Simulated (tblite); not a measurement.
C8H7F2 (charge +1).
Atom-mapped SMILES: `[CH2+:1][c:2]1[cH:3][cH:4][cH:5][c:6]([CH:7]([F:8])[F:9])[cH:10]1` (hydrogens: H11, H12 on C1; H13 on C3; H14 on C4; H15 on C5; H16 on C7; H17 on C10)

Cartesian coordinates in Å at the GFN2-xTB level; atoms count from 1:
```
atom  x, y, z in Å
C1    -2.5462    0.9996   -0.1174
C2    -1.3979    0.2760    0.0326
C3    -1.4429   -1.1199    0.3740
C4    -0.2819   -1.8412    0.4832
C5     0.9525   -1.2190    0.2724
C6     1.0318    0.1482   -0.0458
C7     2.3958    0.7734   -0.2878
F8     2.2681    1.9120   -0.9912
F9     3.1601   -0.0713   -1.0045
C10   -0.1153    0.8907   -0.1717
H11   -3.5200    0.5497    0.0191
H12   -2.5236    2.0477   -0.3827
H13   -2.4039   -1.5869    0.5340
H14   -0.3097   -2.8925    0.7281
H15    1.8658   -1.7965    0.3381
H16    2.9272    1.0055    0.6524
H17   -0.0670    1.9366   -0.4426
```

All values are computed: GFN2-xTB (tblite) harmonic vibrations without scaling, gas phase. The method is semi-empirical: single wavenumbers can be off by several per cent or more. One conformer, not necessarily the lowest.

Harmonic wavenumbers (cm⁻¹): 29.3, 123.5, 139.3, 159.5, 282.3, 333.3, 347.3, 406.1, 463.0, 496.5, 506.0, 516.1, 615.1, 636.9, 742.2, 801.5, 859.5, 916.2, 924.3, 938.9, 958.4, 960.8, 967.7, 1067.0, 1072.6, 1118.7, 1156.0, 1171.0, 1224.7, 1236.5, 1248.0, 1303.7, 1344.7, 1376.5, 1427.8, 1502.5, 1532.0, 1584.6, 2852.2, 3063.7, 3073.4, 3080.9, 3089.2, 3101.4, 3104.3.

A = 2540, B = 936.5, C = 700.8 MHz; mass 141.052 u (most abundant isotopes); point group C1, symmetry number 1.

What is the zero-point energy?

Half the sum of the wavenumbers: 26928 cm⁻¹ = 322.13 kJ/mol.

Give the ideal-gas entropy at 350 K and 1 bar in the rigid-rotor, harmonic-oscillator model (classical rotation).

Translation 173.91, rotation 126.04, vibration 123.31: S = 423.3 J/(mol K).

And Cp and H(350 K) − H(0)?

Cp = 173.59 J/(mol K), of which vibrations give 140.33 (their classical limit is 45 R = 374.2); H(350 K) − H(0) = 34.82 kJ/mol without the zero-point energy, 23.18 from vibrations.

How do the functions run with temperature in this model?

```json
{"T (K)": "100", "S (J/(mol K))": "287.1", "Cp (J/(mol K))": "67.3", "H − H(0) (kJ/mol)": "4.93", "G − H(0) (kJ/mol)": "-23.79", "ln q(vib)": "1.54"}
{"T (K)": "200", "S (J/(mol K))": "346.0", "Cp (J/(mol K))": "108.2", "H − H(0) (kJ/mol)": "13.66", "G − H(0) (kJ/mol)": "-55.54", "ln q(vib)": "3.56"}
{"T (K)": "300", "S (J/(mol K))": "398.2", "Cp (J/(mol K))": "152.3", "H − H(0) (kJ/mol)": "26.67", "G − H(0) (kJ/mol)": "-92.78", "ln q(vib)": "5.74"}
{"T (K)": "500", "S (J/(mol K))": "494.7", "Cp (J/(mol K))": "227.5", "H − H(0) (kJ/mol)": "65.11", "G − H(0) (kJ/mol)": "-182.24", "ln q(vib)": "10.34"}
{"T (K)": "800", "S (J/(mol K))": "617.6", "Cp (J/(mol K))": "293.6", "H − H(0) (kJ/mol)": "144.35", "G − H(0) (kJ/mol)": "-349.76", "ln q(vib)": "17.20"}
{"T (K)": "1000", "S (J/(mol K))": "686.2", "Cp (J/(mol K))": "320.1", "H − H(0) (kJ/mol)": "205.88", "G − H(0) (kJ/mol)": "-480.30", "ln q(vib)": "21.49"}
```

q(vib) and H(0) count from the zero-point level.

Blend soft modes into free rotors: weight 1/[1 + (100 cm⁻¹/ν̃)⁴] for the oscillator and the rest for a rotor with moment μB/(μ + B), μ = h/(8π²ν), B = 10⁻⁴⁴ kg m². What vibrational entropy results?

113.97 J/(mol K) in place of 123.31, which changes −T·S at 350 K by +3.27 kJ/mol.

Which modes carry the vibrational entropy at 350 K?

29.3 cm⁻¹: 25.92; 123.5 cm⁻¹: 14.04; 139.3 cm⁻¹: 13.06; 159.5 cm⁻¹: 11.97; 282.3 cm⁻¹: 7.53; 333.3 cm⁻¹: 6.32 J/(mol K); the other 39 give 44.47 together.

Hindered rotation and anharmonicity are outside this model. Other conformers, if any are populated, would add a mixing term that is left out. The structure is chiral; the term R ln 2 for an equal mix with its mirror image is left out.

Hardware: an Intel Xeon Platinum 8259CL at 2.50 GHz with one thread (shared host). Cost: 1.1 s wall. The figure is for the frequency step alone.
